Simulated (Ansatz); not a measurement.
Born–Oppenheimer molecular dynamics of CH4BCl2FO (10 atoms, charge 0, multiplicity 1). It starts at the highest image of a converged band. Of that band: The profile has 2 maxima (images 1, 4) with wells between them (image 2): this band takes more than one step, which may be the mechanism or a detour left from its start path. Neighbouring images differ by up to 1.4 eV, so the band resolves the path poorly. A vibrational analysis at the climbing image gives one clearly imaginary mode, 900i cm⁻¹: a first-order saddle point.

The calculation used RHF/def2-SVP (Ansatz 0.2.0).

```
ensemble                      : NVE (velocity Verlet)
time step                     : 0.5 fs
steps asked                   : 200
starting velocities drawn for : 100 K
seed                          : 2474
```

First frame:

```xyz
10
Properties=species:S:1:pos:R:3
B 0.029 -0.316 -0.148
Cl 0.181 -0.066 2.353
Cl 1.201 0.787 -0.823
F -1.237 -0.232 -0.436
O 0.489 -1.626 0.271
C -0.363 -2.778 0.140
H 0.231 -3.637 0.432
H -1.227 -2.663 0.787
H -0.667 -2.863 -0.897
H 0.605 -1.308 1.314
```

Q: How far do the bonds stretch over the last three quarters of this one trajectory? (Pairs bonded in most of those frames.)

A: 
```
   bond  mean (Å)  spread (Å)  shortest  longest
 B1–Cl3     1.775       0.020      1.74     1.81
  B1–F4     1.316       0.011      1.30     1.34
  B1–O5     1.331       0.014      1.30     1.35
Cl2–H10     1.299       0.080      1.18     1.41
  O5–C6     1.417       0.020      1.38     1.45
  C6–H7     1.087       0.008      1.07     1.10
  C6–H8     1.089       0.016      1.06     1.12
  C6–H9     1.092       0.024      1.05     1.13
```

Mean temperature of the second half: 1093 K. The conserved energy stayed within 0.34 meV per atom of its start (net change 0.074 meV per atom), so the integration is sound. The kinetic energy rose, since the run started high on the potential surface and went downhill. It ends in pieces (CH3BClFO + ClH), so much of that is their flight and rotation, not heat. A run of 0.1 ps of so small a system gives no equilibrium averages. The orbitals stay closed-shell, which can raise the energy where a bond breaks towards radicals; this wasn't checked here.

Time of the run: 4.5 min on 2 threads of Arm Neoverse V2, on a shared host, peak memory 0.25 GiB.
